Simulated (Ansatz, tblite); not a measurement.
Cost and result up the ladder for the cluster TeAu2 (the lowest singlet isomer of a short search) (3 atoms). Total charge 0; singlet. Geometry: PBE0-D4/def2-TZVP.

```csv
atom,x (Å),y (Å),z (Å)
Au1,-0.8076,0.3689,-1.6008
Au2,1.6251,-0.4632,0.7037
Te3,-0.8175,0.0944,0.8971
```

Ansatz on 4 threads of Arm Neoverse N1 on a shared host; xTB runs through tblite on one thread. Times are rough, summed over both states, and most runs start from the orbitals of an earlier one. PBE-QIDH/def2-TZVP serves as the yardstick here, not as an exact answer. The other state is a quintet at its own geometry, which has other bonds, so the gap mixes isomer and spin.

In the def2 sets Au, Te take a core potential; there is no spin–orbit coupling. The xTB rows come from tblite. Correlated methods freeze 4 core orbitals; core or outer-core shells of Au, Te are correlated, in sets that lack core-valence functions. At PBE0-D4/def2-TZVP a singlet of charge 0 lies 2.79 eV below the quintet, each at its own geometry. The structure comes from a short search, and lower isomers may exist.

Second-order perturbation terms are unreliable where d shells bring near-degenerate states, and here MP2/def2-TZVP lies more than 0.4 eV from the median of the functionals without such a term.

Correlated methods converge slowly with the basis.

xTB has no spin-polarisation term.

| level | functions | wall time | quintet − singlet (eV) | difference from PBE-QIDH/def2-TZVP (eV) |
| --- | --- | --- | --- | --- |
| GFN2-xTB | 27 | 0.01 s | 5.94 | 2.98 |
| GFN1-xTB | 27 | 0.011 s | 3.69 | 0.73 |
| HF/def2-TZVP | 130 | 5.3 s | 2.52 | -0.44 |
| PBE-D4/def2-TZVP | 130 | 5.8 s | 2.60 | -0.36 |
| revPBE-D4/def2-TZVP (with forces) | 130 | 6.6 s | 2.58 | -0.39 |
| MP2/def2-TZVP | 130 | 6.6 s | 3.03 | 0.06 |
| PBE0-D4/def2-TZVP | 130 | 9.9 s | 2.79 | -0.17 |
| BHLYP-D4/def2-TZVP | 130 | 11 s | 3.00 | 0.04 |
| r2SCAN-D4/def2-TZVP | 130 | 13 s | 2.40 | -0.57 |
| RPA@PBE/def2-TZVP | 130 | 14 s | 2.78 | -0.18 |
| PBE-QIDH/def2-TZVP | 130 | 16 s | 2.96 | 0.00 |
| r2SCAN0-D4/def2-TZVP | 130 | 18 s | 2.59 | -0.37 |
